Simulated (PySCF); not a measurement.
# Electronic structure of Al (aluminium, neutral) at the UHF level

Configuration: [Ne] 3s1 3p1 3d1, one real determinant (an excited configuration). Computed with PySCF 2.14 in dyall-av2z, with no relativity, point nucleus.

```
Total energy                                                  : -241.576988 hartree
One-electron energy                                           : -334.5158 hartree
Hartree (Coulomb) energy                                      : 110.9864 hartree
Exchange energy                                               : -18.0477 hartree
Kinetic energy                                                : 241.66238 hartree
⟨S²⟩                                                          : 3.7501
⟨L²⟩                                                          : 8.029
Sum of ⟨r⟩                                                    : 15.63 bohr
Sum of ⟨r²⟩                                                   : 50.22 bohr²
Traceless quadrupole moment −½Σ⟨3z² − r²⟩ along its main axis : 3.87 e·bohr²
Density at the nucleus (Gaussians lack the cusp)              : 1370 bohr⁻³
Spin density at the nucleus                                   : 3.13 bohr⁻³
Langevin diamagnetic susceptibility                           : -39.8 ×10⁻⁶ cm³/mol
```

```csv
shell,electrons,mean orbital energy (hartree),spread (hartree),"rms radius, mean of both spins (bohr)"
1s α,1,-58.67171,0,0.139
1s β,1,-58.65588,0,0.139
2s α,1,-5.07635,0,0.678
2s β,1,-5.04742,0,0.678
2p α,3,-3.38550,0.01150,0.673
2p β,3,-3.36609,0.01280,0.673
3s α,1,-0.56261,0,2.61
3p α,1,-0.32888,0,3.19
3d α,1,-0.04058,0,5.44
```

⟨L²⟩ = 8.03 against 12 for a pure F term, so this real determinant mixes terms. The outer electron is Rydberg-like, and this basis confines it to a smaller radius and binds it less than a complete one would.

Spin-orbit constants ζ (cm⁻¹) from the X2C one-electron operator on these orbitals (non-relativistic here): bare nucleus, nucleus screened by l(l+1)(2l+1)/3 electrons, and screened by the Breit-Pauli mean field of the electrons.

```tsv
shell	bare	screened nucleus	mean field
2p	2651	2243	2057
3p	120.4	101.9	91.52
3d	1.227	0.2832	0.07104
```

To first order the Landé constant is A = 10.18 cm⁻¹, so the lowest level has J = 3/2 and lies 0.00758 eV below the centre of the term. This holds in LS coupling only.
